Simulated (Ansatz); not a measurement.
```yaml
crystal:
  periodic: [false, false, false]
  atoms:
    - {symbol: Si, position_ang: [0.349591, -1.519071, 0.579321]}
    - {symbol: O, position_ang: [0.696146, -0.143504, -0.359037]}
    - {symbol: Ge, position_ang: [-0.023882, 1.325516, -0.778262]}
    - {symbol: Cl, position_ang: [-1.889171, 1.105096, -1.684011]}
    - {symbol: Cl, position_ang: [1.300445, 2.215753, -2.074318]}
    - {symbol: Cl, position_ang: [-0.143164, 2.750771, 1.035944]}
    - {symbol: H, position_ang: [1.403089, -2.347097, 0.494774]}
    - {symbol: H, position_ang: [-1.082290, -2.093505, 0.328839]}
    - {symbol: H, position_ang: [0.074305, -1.079273, 2.070860]}
basis:
  gaussian: {orbitals: def2-TZVPD, point_charges: [{charge: 0.50, position_ang: [5.197, -0.279, -0.801]}]}
hamiltonian: {xc: {name: B3LYP5}}
relax: {f_tol: 0.0001, max_steps: 1}
output: {forces: true}
```

```sh
$ ansatz run in.yaml --threads 4 --pin off --events-out ev --progress --plain --max-ram 11315MiB
```

It prints (some lines left out):

```
Functional definition: B3LYP5
1928 factors; their error is unknown
mean field evaluation 1: about -104051.5017 eV, gradient 6.5e1 eV
mean field evaluation 2: about -104027.8633 eV, gradient 1.3e2 eV
mean field evaluation 4: about -104057.8725 eV, gradient 9.2e0 eV
mean field evaluation 8: about -104058.2605 eV, gradient 2.1e-1 eV
mean field evaluation 16: about -104058.2605 eV, gradient 3.6e-5 eV
mean field -104058.26052185 eV, -3824.0705409559 hartree, gradient 3.6e-5 eV, S^2 0.000000; 0 other end points of the search recorded, 0 dependent functions left out
reference -104058.26087420 eV, -3824.0705539044 hartree; 54, 54 occupied and 248, 248 virtual orbitals, 1928 factors
relax step   1: F+E_penalty+E_count = -104058.26052185 eV  Δ(F+E_penalty+E_count) = +0.000e0 eV  max|allowed force component| = 4.413e0 eV/Å  Δτ_max = 0.0000 Å  (32 SCF iters, accepted)
Error: geometry relaxation did not converge after 1 steps: max|allowed force component| = 4.41e0 eV/Å (threshold 1.0e-4). Raise `relax.max_steps` over both its present limit and 1, loosen `relax.f_tol`, or start from a geometry closer to equilibrium. Where this run's directory can be resumed (`checkpoint.write`), a resume goes on for up to `relax.max_steps` more
```

In this input the relaxation is allowed too few steps for its threshold. The calculation stopped without meeting its thresholds.
